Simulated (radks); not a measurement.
Question: Ru, configuration [Kr] 4d7 5s1. All-electron calculation, scalar-relativistic Kohn-Sham, LDA (Slater exchange, Perdew-Wang correlation), spin-polarised, spherical densities, finite nucleus; open shells are filled with parallel spins first (spin-orbit coupling, left out, can overturn this in heavy ions); Fermi nuclear charge, rms radius 4.4809 fm; hard spherical wall at 20 bohr. Program: a radial shooting solver on a logarithmic mesh with Libxc functionals. Some entries of the table are withheld. Estimate them.

orbital  occ.  eigenvalue (hartree)  <r> (bohr)  <1/r> (bohr^-1)
1s up       1             -805.0830     0.03347            45.82
1s down     1             -805.0821     0.03347            45.82
2s up       1             -115.7836      0.1458            10.36
2s down     1             -115.7694      0.1458            10.36
2p up       3             -103.7728      0.1270            10.05
2p down     3             -103.7616      0.1270            10.05
3s up       1             -20.36593      0.4035            3.589
3s down     1             -20.35540      0.4034            3.589
3p up       3             -16.41949      0.4036            3.419
3p down     3             -16.40807      0.4035            3.420
3d up       5             -10.04838      0.3845            3.193
3d down     5             -10.03341      0.3843            3.194
4s up       1              -2.83125       1.019            1.348
4s down     1              -2.76694       1.016            1.352
4p up       3              -1.73384       1.129            1.200
4p down     3              -1.66592       1.126            1.204
4d up       5              -0.22376       1.692           0.8120
5s up       1              -0.18253       3.262           0.3924
4d down     2              -0.15378       1.734           0.8029
5s down     0              -0.13537       3.483           0.3689
5p up       0              -0.04669       4.730           0.2698
5p down     0              -0.02133       5.645           0.2279
6s up       0               0.00541         (1)           0.1203
6s down     0               0.00908         (2)           0.1149
4f up       0               0.05567       13.17          0.08016
4f down     0               0.05598       13.23          0.07961

Answer: 
(1) 6s up <r> (bohr): 10.24
(2) 6s down <r> (bohr): 10.74
